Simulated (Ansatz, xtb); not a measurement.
# A geometry optimisation of C8H6BF3Se with r2SCAN-D4/def2-SVP

The starting geometry of this gas-phase singlet was built from a drawn formula by distance geometry and a force field; its bonds are those of `CC1=C(F)B2C=CC=C([Se]2)C1(F)F`.

```xyz
19

C    -0.3892    1.3839    1.7684
C     0.0319    0.3243    0.7422
C     1.3168   -0.1511    0.7730
C     2.3968   -0.7577   -1.6313
C     1.4975   -0.4451   -2.5700
C     0.0362   -0.4062   -2.3359
C    -0.4835   -1.0359   -1.3147
C    -1.0994   -0.2266   -0.1825
B     1.8177   -1.2515   -0.2235
F     2.2401    0.4296    1.6194
F    -1.9239   -1.0055    0.5839
F    -1.8204    0.8259   -0.7303
Se    0.4166   -2.6006   -0.6533
H    -0.1213    0.9642    2.7946
H     0.2112    2.3132    1.6129
H    -1.4594    1.6008    1.7239
H     3.4326   -0.6871   -1.7424
H     1.9030   -0.0647   -3.5381
H    -0.4414    0.4048   -2.7760
```

Problem. Predict what it relaxes into with r2SCAN-D4/def2-SVP.

Solution. A new bond forms, giving a structure given below by its coordinates. Contacts that close: C7–B9 (2.56 → 1.80 Å).

The energy falls by 1.91 eV over 26 steps:

| step | E − E(last) (eV) |
| --- | --- |
| 1 | 1.915 |
| 4 | 0.133 |
| 7 | 0.060 |
| 9 | 0.056 |
| 12 | 0.055 |
| 15 | 0.047 |
| 18 | 0.024 |
| 20 | 0.007 |
| 23 | 0.000 |
| 26 | 0.000 |

Final geometry (Å):

```xyz
19

C    -0.5431    1.3063    1.9866
C    -0.0348    0.4229    0.9010
C     1.2330   -0.0127    0.7122
C     2.4279   -0.9441   -1.7681
C     1.6481   -0.5308   -2.8033
C     0.3147   -0.2381   -2.3123
C    -0.1479   -0.8662   -1.1660
C    -0.9845   -0.0702   -0.1673
B     1.5110   -1.0194   -0.4765
F     2.2222    0.3632    1.5405
F    -2.0151   -0.7814    0.3596
F    -1.5707    1.0075   -0.7967
Se    0.3637   -2.6616   -0.5028
H     0.2683    1.5805    2.6745
H    -0.9850    2.2276    1.5717
H    -1.3364    0.7949    2.5577
H     3.4763   -1.2364   -1.8864
H     1.9513   -0.3748   -3.8435
H    -0.2370    0.6471   -2.6608
```

From the same start GFN2-xTB reaches the same bonding as this run.

The end wasn't checked by frequencies. Run with Ansatz 0.2.0, 47 s on 8 threads of Intel(R) Xeon(R) 6975P-C (Granite Rapids), with other jobs on the host.
